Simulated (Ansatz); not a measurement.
CH₃FZn⁺, that is ZnMeF with one electron fewer. The state is a doublet with charge 1. Geometry PBE-D4/def2-TZVP, that of the neutral singlet.

```xyz
6

Zn   -0.1089    0.9995   -0.5996
C     0.0695   -0.6371    0.3822
H     1.1317   -0.8717    0.5305
H    -0.4037   -1.4595   -0.1703
H    -0.4149   -0.5409    1.3628
F    -0.2737    2.5097   -1.5056
```

At PBE-D4/def2-TZVP the gap within one spin of the charge 1 doublet nearly closes, so an electron or hole may be smeared out by delocalisation error.

(1) Estimate the α-spin orbital energies around the gap (eV) in Ansatz with PBE-D4/def2-TZVP, r2SCAN-D4/def2-TZVP, PBE0-D4/def2-TZVP.

Results:

(1) 
```csv
orbital,PBE-D4/def2-TZVP,r2SCAN-D4/def2-TZVP,PBE0-D4/def2-TZVP
HOMO−5,-17.14,-17.86,-19.28
HOMO−4,-17.11,-17.85,-19.28
HOMO−3,-16.29,-16.69,-17.95
HOMO−2,-15.84,-16.14,-17.25
HOMO−1,-15.11,-14.70,-15.98
HOMO,-14.87,-14.69,-15.98
LUMO,-8.05,-7.74,-7.04
LUMO+1,-6.75,-6.36,-5.88
LUMO+2,-6.72,-6.36,-5.88
LUMO+3,-4.55,-3.88,-3.95
LUMO+4,-3.49,-2.87,-2.91
LUMO+5,-3.47,-2.86,-2.91
β HOMO,-14.65,-14.54,-15.86
β LUMO,-14.58,-14.26,-13.57
```
